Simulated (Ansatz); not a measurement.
A search over several starts for the lowest SCF solution of the cluster Be3Se2 at the given spin, in a small basis.

```yaml
crystal:
  periodic: [false, false, false]
  atoms:
    - {symbol: Be, position_ang: [-0.611604, 0.508125, 0.005979]}
    - {symbol: Be, position_ang: [1.582583, 0.096945, -0.411292]}
    - {symbol: Be, position_ang: [0.199344, -1.577403, 0.393963]}
    - {symbol: Se, position_ang: [0.727538, 2.065354, 0.077356]}
    - {symbol: Se, position_ang: [-1.897861, -1.093030, -0.065995]}
basis:
  gaussian: {orbitals: def2-SVP, initial_orbitals: start.molden}
magnetization: {spin_polarized: true, initial_magnetization: 4}
hamiltonian: {xc: pbe0, dispersion: d4}
output: {orbitals: {seedname: orbitals}}
```

The file start.molden holds the orbitals of an earlier run on this structure, at another level or in another basis.

```sh
$ ansatz run in.yaml --threads 4 --pin off --events-out ev --progress --plain --max-ram 3916MiB
```

Shortened log:

```
Functional definition: PBE0
998 factors; integrals over basis functions are off by at most 2.7e-4 eV
mean field evaluation 1: about -131866.6698 eV, gradient 3.3e0 eV
mean field evaluation 2: about -131866.7122 eV, gradient 5.9e-2 eV
mean field evaluation 4: about -131866.8781 eV, gradient 8.1e-4 eV
mean field evaluation 8: about -131865.9234 eV, gradient 7.7e0 eV
mean field evaluation 16: about -131866.8780 eV, gradient 1.1e-1 eV
mean field evaluation 32: about -131866.3090 eV, gradient 4.0e0 eV
mean field -131866.87813859 eV, -4846.0183890127 hartree, gradient 3.4e-5 eV, S^2 6.018518; 7 other end points of the search recorded, 0 dependent functions left out
reference -131866.87816966 eV, -4846.0183901547 hartree; 42, 38 occupied and 49, 53 virtual orbitals, 998 factors
Total energy: -131867.01896976 eV, -4846.0235644629 hartree
```

Hardware: 4 threads of Arm Neoverse V1 on a shared host. Wall time 5.5 s.

At PBE0-D4/def2-TZVP a singlet of charge 0 lies 4.79 eV below the quintet, each at its own geometry. The structure comes from a short search, and lower isomers may exist.
